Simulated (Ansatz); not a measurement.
`B[SiH2][SiH3]` + `BN[SiH2]Cl` → `BN([SiH2][SiH3])[SiH2]Cl` + BH₃  (cleavage of the Si–B bond)

Gas-phase electronic energies from Ansatz, PBE0-D4/def2-TZVP geometries. CCSD(T)/CBS is the MP2 limit (def2-TZVPP, def2-QZVPP) plus CCSD(T) − MP2 in def2-TZVPP, frozen cores. This one scheme is used for every species. DFT in def2-TZVPP. B3LYP here is the variant with VWN-RPA as its local correlation; programs differ in this. One conformer a species, not always the lowest.

`B[SiH2][SiH3]`:

Z-matrix (Å, degrees):
```
Si
Si 1 2.356
B 1 1.988 2 102.8
H 1 1.490 2 107.3 3 -121.5
H 1 1.490 2 107.3 3 121.4
H 2 1.488 1 110.0 3 -178.7
H 2 1.487 1 110.4 3 61.4
H 2 1.487 1 110.5 3 -58.7
H 3 1.195 1 120.8 2 87.2
H 3 1.195 1 120.9 2 -87.0
```

`BN[SiH2]Cl`:

```xyz
9

B    -0.049    1.262   -0.952
N     0.585    0.275   -0.182
Si   -0.212   -0.883    0.826
Cl   -0.159   -2.756   -0.017
H    -1.243    1.338   -0.919
H     0.610    2.007   -1.616
H     1.593    0.224   -0.235
H     0.495   -0.996    2.122
H    -1.621   -0.472    0.973
```

`BN([SiH2][SiH3])[SiH2]Cl`:

Z-matrix (Å, degrees):
```
Si
N 1 1.770
Si 1 2.340 2 110.9
H 1 1.486 2 108.7 3 -122.7
H 1 1.489 2 106.8 3 120.3
B 2 1.412 1 118.6 3 73.7
Si 2 1.734 1 120.3 3 -104.4
H 3 1.487 1 109.7 2 -57.5
H 3 1.486 1 110.1 2 62.5
H 3 1.488 1 109.7 2 -177.2
H 6 1.198 2 120.2 1 -178.3
H 6 1.200 2 119.1 1 1.9
Cl 7 2.057 2 109.3 1 61.3
H 7 1.479 2 110.4 1 -55.3
H 7 1.476 2 109.5 1 -179.8
```

BH₃:

Z-matrix (Å, degrees):
```
B
H 1 1.193
H 1 1.193 2 120.0
H 1 1.193 2 120.0 3 180.0
```

Task: Is it downhill or uphill in electronic energy at CCSD(T)/CBS, and by how much? (An estimate is asked.)

Result: Computed: Downhill: ΔE = -0.49 eV.

Task: What do these levels give: PBE-D4, r2SCAN-D4, B3LYP-D4, B2PLYP, B3LYP, HF/def2-TZVPP, CCSD/def2-TZVPP, CCSD(T)/def2-TZVPP, MP2/def2-QZVPP, SCS-MP2/def2-QZVPP, HF/CBS(def2), CCSD/CBS(def2)? (Estimate.)

Result: Ansatz gave: PBE-D4 -0.26, r2SCAN-D4 -0.35, B3LYP-D4 -0.48, B2PLYP -0.42, B3LYP -0.30, HF/def2-TZVPP -0.52, CCSD/def2-TZVPP -0.48, CCSD(T)/def2-TZVPP -0.49, MP2/def2-QZVPP -0.60, SCS-MP2/def2-QZVPP -0.59, HF/CBS(def2) -0.53, CCSD/CBS(def2) -0.49 eV.

Largest T1 diagnostic among the species: 0.014.

The D4 term adds −0.18 eV with B3LYP and −0.11 eV with PBE0; it sums over pairs of atoms, weighted by their polarisabilities, and B3LYP, whose exchange is more repulsive, gets the larger term. From PBE to PBE0 (25 % exact exchange), in def2-TZVPP and without D4, ΔE moves by −0.09 eV.
